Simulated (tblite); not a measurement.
Species: C5H8FO2 (doublet state).
Z-matrix (Å and degrees, GFN2-xTB geometry), rows numbered from 1:
```
C 
C   1  1.5177
F   2  1.3807  1  109.27
C   2  1.5534  1  114.13  3  -120.86
O   4  1.3991  2  112.61  1    32.71
C   5  1.3691  4  107.80  2  -105.62
C   6  1.4897  5  108.70  4   -12.56
O   4  1.4036  2  110.70  1   -88.64
H   1  1.0858  2  109.93  3  -176.77
H   1  1.0870  2  109.36  3   -56.76
H   1  1.0873  2  109.82  3    62.81
H   2  1.0973  1  111.80  3   117.21
H   4  1.1016  2  107.42  1   152.10
H   6  1.0724  5  115.24  4  -159.44
H   7  1.1012  6  112.93  5   122.27
H   7  1.1003  6  113.44  5  -114.51
```

Level: GFN2-xTB in tblite, geometry and Hessian alike; calculated harmonic values, unscaled, isolated species. The method is semi-empirical: single wavenumbers can be off by several per cent or more. One conformer, not necessarily the lowest. Open shells enter through the occupations alone, without spin polarisation, and single modes of such species can be off by tens of per cent.

Harmonic wavenumbers (cm⁻¹): 33.4, 66.6, 149.0, 192.9, 235.6, 268.9, 358.6, 455.5, 518.5, 586.1, 759.3, 779.6, 858.6, 924.3, 948.5, 979.7, 993.0, 1018.1, 1065.1, 1090.6, 1101.1, 1114.1, 1131.3, 1153.9, 1217.0, 1260.3, 1266.5, 1271.8, 1307.0, 1320.7, 1393.9, 1464.8, 1470.0, 1481.2, 2809.4, 2863.7, 2873.5, 2923.9, 3047.8, 3052.5, 3060.0, 3139.4.

A = 3918, B = 1514, C = 1455 MHz; mass 119.051 u (most abundant isotopes); point group C1, symmetry number 1; spin multiplicity 2.

Q: Zero-point energy?

A: ½Σν̃ = 27003 cm⁻¹ = 77.20 kcal/mol.

Q: What is S at 500 K and 1 bar for an ideal gas of classical rigid rotors and harmonic oscillators?

A: Translation 42.83, rotation 29.55, vibration 39.13, spin (R ln 2) 1.38: S = 112.9 cal/(mol K).

Q: And Cp and H(500 K) − H(0)?

A: Cp = 47.85 cal/(mol K), of which vibrations give 39.90 (their classical limit is 42 R = 83.5); H(500 K) − H(0) = 13.91 kcal/mol without the zero-point energy, 9.93 from vibrations.

Q: How do the functions run with temperature in this model?

A: 
```csv
T (K),S (cal/(mol K)),Cp (cal/(mol K)),H − H(0) (kcal/mol),G − H(0) (kcal/mol),ln q(vib)
100,68.5,16.2,1.21,-5.64,1.70
200,81.9,23.2,3.18,-13.20,3.75
300,92.8,31.5,5.90,-21.94,5.72
800,139.1,63.3,30.82,-80.46,15.61
1000,154.0,69.8,44.16,-109.80,19.36
```

q(vib) and H(0) count from the zero-point level.

Q: Blend soft modes into free rotors: weight 1/[1 + (100 cm⁻¹/ν̃)⁴] for the oscillator and the rest for a rotor with moment μB/(μ + B), μ = h/(8π²ν), B = 10⁻⁴⁴ kg m². What vibrational entropy results?

A: 35.55 cal/(mol K) in place of 39.13, which changes −T·S at 500 K by +1.79 kcal/mol.

Hindered rotation and anharmonicity are outside this model. Other conformers, if any are populated, would add a mixing term that is left out. The structure is chiral; the term R ln 2 for an equal mix with its mirror image is left out.

Time: 0.45 s. Hardware: Arm Neoverse V1, one thread (shared host). The figure is for the frequency step alone.
